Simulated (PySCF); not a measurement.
AlI₃ (SMILES [I][Al]([I])[I]), singlet, at a GFN2-xTB geometry (such geometries of metal compounds can be far from the true shape) (core potentials on I); DF-PBE/def2-SV(P) (PySCF).

Input for PySCF:
```python
from pyscf import gto, scf, dft

mol = gto.Mole()
mol.atom = '''
    Al   -0.000000   -0.000000   -0.000000
    I    -2.057117   -1.441313   -0.052762
    I     0.006594    2.223068   -1.170395
    I     2.050523   -0.781755    1.223156
'''
mol.basis = 'def2-sv(p)'
mol.ecp = {'I': 'def2-sv(p)'}
mol.charge = 0
mol.spin = 0
mol.verbose = 4
mol.build()

mf = dft.RKS(mol)
mf.xc = 'pbe'
mf = mf.density_fit(auxbasis='def2-universal-jkfit')
mf.kernel()
mf.analyze()
```

### Question
Write the output that PySCF gives for this input, abridged.

### Answer

```
PySCF version 2.14.0

[INPUT] verbose = 4
[INPUT] num. atoms = 4
[INPUT] num. electrons = 88
[INPUT] charge = 0
[INPUT] spin (= nelec alpha-beta = 2S) = 0
[INPUT] symmetry False subgroup None
[INPUT] Mole.unit = angstrom
[INPUT] Symbol           X                Y                Z      unit          X                Y                Z       unit  Magmom
[...]
nuclear repulsion = 433.378845987281
number of shells = 38
number of NR pGTOs = 219
number of NR cGTOs = 96
basis = def2-sv(p)
ecp = {'I': 'def2-sv(p)'}

******** <class 'pyscf.df.df_jk.DFRKS'> ********
method = DFRKS
initial guess = minao
damping factor = 0
level_shift factor = 0
DIIS = <class 'pyscf.scf.diis.CDIIS'>
diis_start_cycle = 1
diis_space = 8
diis_damp = 0
SCF conv_tol = 1e-09
SCF conv_tol_grad = None
SCF max_cycles = 50
direct_scf = False
XC library pyscf.dft.libxc version 7.1.2
    S. Lehtola, C. Steigemann, M. J. T. Oliveira, and M. A. L. Marques,  SoftwareX 7, 1–5 (2018)
XC functionals = pbe
    J. P. Perdew, K. Burke, and M. Ernzerhof,  Phys. Rev. Lett. 77, 3865 (1996)
    J. P. Perdew, K. Burke, and M. Ernzerhof,  Phys. Rev. Lett. 78, 1396 (1997)
    J. P. Perdew, K. Burke, and M. Ernzerhof,  Phys. Rev. Lett. 77, 3865 (1996)
    J. P. Perdew, K. Burke, and M. Ernzerhof,  Phys. Rev. Lett. 78, 1396 (1997)
radial grids:
    Treutler-Ahlrichs [JCP 102, 346 (1995); DOI:10.1063/1.469408] (M4) radial grids

becke partition: Becke, JCP 88, 2547 (1988); DOI:10.1063/1.454033
pruning grids: <function nwchem_prune>
grids dens level: 3
symmetrized grids: False
atomic radii adjust function: <function treutler_atomic_radii_adjust>
small_rho_cutoff = 0
Set gradient conv threshold to 3.16228e-05
Initial guess from minao.
tot grids = 85056
init E= -1041.89159654657
[...]
cycle= 1 E= -1130.76329117344  delta_E= -88.9  |g|= 5.46  |ddm|= 15.3
[...]
cycle= 2 E= -1129.56406745908  delta_E=  1.2  |g|= 5.19  |ddm|= 15.1
[...]
cycle= 3 E= -1134.54621456359  delta_E= -4.98  |g|= 1.38  |ddm|= 8.66
[...]
cycle= 4 E= -1134.83280667802  delta_E= -0.287  |g|=  1.3  |ddm|=    4
[...]
cycle= 5 E= -1135.45613223465  delta_E= -0.623  |g|=  0.1  |ddm|= 1.81
[...]
cycle= 6 E= -1135.459084926  delta_E= -0.00295  |g|= 0.0264  |ddm|= 0.124
[...]
cycle= 7 E= -1135.45938697084  delta_E= -0.000302  |g|= 0.00468  |ddm|= 0.0459
[...]
cycle= 8 E= -1135.4593950861  delta_E= -8.12e-06  |g|= 0.000536  |ddm|= 0.00623
[...]
cycle= 9 E= -1135.45939518337  delta_E= -9.73e-08  |g|= 5.49e-05  |ddm|= 0.000891
[...]
cycle= 10 E= -1135.45939518425  delta_E= -8.83e-10  |g|= 2.91e-05  |ddm|= 0.000134
[...]
Extra cycle  E= -1135.4593951835  delta_E= 7.56e-10  |g|= 5.08e-05  |ddm|= 0.000163
converged SCF energy = -1135.4593951835
**** SCF Summaries ****
Total Energy =                       -1135.459395183498145
Nuclear Repulsion Energy =             433.378845987280954
One-electron Energy =                -2755.815372997257782
Two-electron Energy =                 1186.977131826478626
Two-electron Coulomb Energy =         1272.173687108934701
DFT Exchange-Correlation Energy =      -85.196555282456004
HOMO-LUMO gap [eV] =                     3.550513445547973
**** MO energy ****
[...]
Dipole moment(X, Y, Z, Debye):  0.00057,  0.00068, -0.00013
```
